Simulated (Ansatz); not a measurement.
Input for Ansatz (a quantum-chemistry and plane-wave program): U-B3LYP/def2-TZVPP on F (SMILES [F]).

Ansatz 0.2 input:
```yaml
crystal:
  periodic: [false, false, false]
  atoms:
    - {symbol: F, position_ang: [0.00000000, 0.00000000, 0.00000000]}
basis:
  gaussian:
    orbitals: def2-TZVPP
hamiltonian:
  xc: {name: B3LYP}
magnetization: {spin_polarized: true, initial_magnetization: 1}
```

Output:

```
WARN ansatz: RAYON_NUM_THREADS=4 ignored (pool sized by the plan → 4); use --threads N
Functional definition: B3LYP
integrals: 0.00 GiB planned
156 factors; their error is unknown
mean field: 0.08 GiB planned
mean field evaluation 1: about -2714.7688 eV, gradient 7.1e0 eV
mean field evaluation 2: about -2714.8413 eV, gradient 3.4e0 eV
mean field evaluation 4: about -2714.8705 eV, gradient 3.8e-2 eV
mean field evaluation 8: about -2714.8839 eV, gradient 1.3e-3 eV
mean field -2714.88393951 eV, -99.7701445627 hartree, gradient 2.5e-6 eV, S^2 0.751503; 0 other end points of the search recorded, 0 dependent functions left out
reference -2714.88401207 eV, -99.7701472290 hartree; 5, 4 occupied and 26, 27 virtual orbitals, 156 factors
Total energy: -2714.88401207 eV, -99.7701472290 hartree
```

The run converged.

Cost: very roughly 0.3 core-seconds.
